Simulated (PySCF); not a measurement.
Species: C5H4F3S (charge -1).
Numbering: `[F:1][C:2]([F:3])=[C:4]([F:5])[C:6]1([S-:7])[CH2:8][CH2:9]1` (hydrogens: H10, H11 on C8; H12, H13 on C9)

A GFN2-xTB structure was refined with PySCF, PBE0-D3(BJ)/def2-SVP geometry optimisation, gas phase. Its GFN2-xTB values:

| coordinate | GFN2-xTB |
| --- | --- |
| F1–C2 | 1.353 Å |
| C2–F3 | 1.342 Å |
| C2=C4 | 1.334 Å |
| C4–F5 | 1.363 Å |
| C4–C6 | 1.471 Å |
| C6–S7 | 1.776 Å |
| C6–C8 | 1.506 Å |
| C8–C9 | 1.502 Å |
| C8–H10 | 1.080 Å |
| C8–H11 | 1.082 Å |
| F1–C2–F3 | 109.1° |
| F1–C2–C4 | 126.0° |
| C2–C4–C6 | 126.7° |
| C4–C6–S7 | 107.2° |
| C4–C6–C8 | 119.3° |
| C4–C6–C9 | 118.8° |
| S7–C6–C8 | 123.1° |
| S7–C6–C9 | 122.6° |
| F1–C2–C4–F5 | -4° |
| C2–C4–C6–S7 | -91° |
| C4–C6–C8–C9 | 108° |
| C4–C6–C9–C8 | -109° |

Q: How do these coordinates change at the PBE0-D3(BJ)/def2-SVP level?

A: 
```
 coordinate  PBE0-D3(BJ)/def2-SVP (Å or °)  change
      F1–C2                          1.332  -0.021
      C4–F5                          1.345  -0.018
      C2–F3                          1.325  -0.017
     C8–H11                          1.096  +0.014
      C6–S7                          1.789  +0.013
     C8–H10                          1.093  +0.013
      C6–C8                          1.512  +0.006
      C8–C9                          1.500  -0.002
      C4–C6                          1.473  +0.002
      C2=C4                          1.335  +0.001
   C4–C6–S7                          113.6    +6.4
   C4–C6–C9                          115.1    -3.7
   S7–C6–C9                          120.4    -2.2
   C4–C6–C8                          117.1    -2.2
   S7–C6–C8                          121.0    -2.1
   F1–C2–C4                          124.6    -1.4
   F1–C2–F3                          110.3    +1.2
   C2–C4–C6                          127.8    +1.1
C2–C4–C6–S7                           -105     -14
C4–C6–C8–C9                            105      -3
F1–C2–C4–F5                             -2      +2
C4–C6–C9–C8                           -108      +1
```

The energy falls by 0.125 eV over 9 energy and gradient evaluations, the largest force component goes from 0.0181 to 2.8e-04 Eh/bohr, and the atoms move by 0.161 Å rms after alignment. The bond that changes most is F1–C2 (vinyl fluorine to =CF2 carbon), which shortens by 0.021 Å. Bonds longer at the end by more than 0.005 Å: 7 of 13; shorter: 3. Among the dihedrals that turn most is C2–C4–C6–S7, from -91° to -105°. Rotational constants go from 1946, 979.1, 942.5 to 2030, 972.5, 887.1 MHz.

The run used 150 basis functions and 65 SCF cycles in all.

Stationary, but not proved a minimum.

One conformer stands for the species.
